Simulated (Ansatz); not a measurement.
CH6ClFSi2 can be A, `F[SiH2]C[SiH2]Cl`, or B, `FC([SiH3])([SiH3])Cl`.

Isolated molecules relaxed with PBE0-D4/def2-TZVP in Ansatz; ΔE leaves out vibrations. CBS: MP2 limit from def2 TZ/QZ plus the TZ coupled-cluster correction, frozen cores. Functionals use def2-TZVPP. B3LYP here is the variant with VWN-RPA as its local correlation; programs differ in this. Each species was taken in one conformer, which may not be the lowest.

A:

```xyz
11

F     0.550    2.875    0.316
Si   -0.378    1.587    0.104
C     0.691    0.069    0.071
Si   -0.198   -1.549   -0.156
Cl    1.164   -3.093   -0.163
H    -1.098    1.763   -1.181
H    -1.340    1.541    1.232
H     1.252    0.019    1.011
H     1.420    0.174   -0.741
H    -0.918   -1.587   -1.450
H    -1.146   -1.798    0.956
```

B:

Z-matrix (Å, degrees):
```
C
Si 1 1.908
Si 1 1.908 2 116.8
F 1 1.386 2 108.9 3 123.9
Cl 1 1.797 2 106.8 3 -119.5
H 2 1.483 1 107.8 3 56.5
H 2 1.485 1 108.3 3 -62.5
H 2 1.481 1 108.5 3 177.2
H 3 1.483 1 107.8 2 -56.5
H 3 1.485 1 108.3 2 62.5
H 3 1.481 1 108.5 2 -177.2
```

Q: Which isomer does CCSD(T)/CBS put lower? Give the gap. (Best estimate.)

A: Ansatz gave: A, by 428.9 kJ/mol.

Q: Give E(B) − E(A) in kJ/mol with CCSD(T)/def2-SVP, PBE-D4, B3LYP, CCSD/def2-TZVPP, CCSD(T)/def2-TZVPP, r2SCAN-D4, PBE0-D4. (Estimate.)

A: The calculation gave: CCSD(T)/def2-SVP 388.0, PBE-D4 393.3, B3LYP 416.2, CCSD/def2-TZVPP 430.4, CCSD(T)/def2-TZVPP 423.6, r2SCAN-D4 419.7, PBE0-D4 414.2. None reverses the order clearly.

Q: Does the order hold for the free energy at 298.15 K (harmonic terms from PBE0-D4)? (An estimate is asked.)

A: The calculation gave: Yes: G(B) − G(A) = +415.6 kJ/mol, for one conformer each. Modes under 60 cm⁻¹, often nearly free rotors, make the harmonic entropy too high.

Largest T1 diagnostic: 0.012.

From r2SCAN to r2SCAN0 (25 % exact exchange), in def2-TZVPP and without D4, E(B) − E(A) moves by +12.6 kJ/mol. At CCSD(T), def2-SVP lies −40.8 kJ/mol from the extrapolated value and def2-TZVPP −5.2 kJ/mol.
